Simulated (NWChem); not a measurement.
# CH3BeBrO; SMILES C[O][Be][Br]

```xyz
7

Be     0.0039    -0.5304    -0.0004
Br     0.0019     1.4397    -0.0006
O      0.0043    -1.9239     0.0003
C     -0.0041    -3.3085     0.0000
H      0.9702    -3.7152     0.3520
H     -0.7998    -3.7048     0.6697
H     -0.1898    -3.7081    -1.0221
```
Atoms are numbered in this order, from 1.

Level: PBE-D3(BJ)/def2-SVP (NWChem), optimised geometry, unscaled harmonic frequencies. This build's default masses of Se (78.918 u) and Br (79.917 u) are each other's, which moves their modes by up to 0.6 %.

**Question.** List the harmonic frequencies with IR intensities, and the thermochemistry.

**Answer.** 
```tsv
frequency (cm⁻¹)	IR intensity (km/mol)
61	3.1
61	3.1
289	39.6
289	39.6
343	8.0
1063	0.1
1149	0.0
1149	0.0
1416	232.0
1422	2.8
1422	2.8
1568	621.4
2928	108.6
3008	32.4
3009	32.4
```

The zero-point energy comes out as 27.4 kcal/mol, the thermal correction to the enthalpy at 298.15 K (with zero-point energy) is 31.6 kcal/mol and the heat capacity Cv comes out as 16.0 cal/(mol K). The entropy at 298.15 K and 1 atm (symmetry number 3) is 75.9 cal/(mol K) and the dipole moment comes out as 2.45 D.

Rigid rotor and harmonic oscillator; modes under 100 cm⁻¹ make the entropy uncertain.
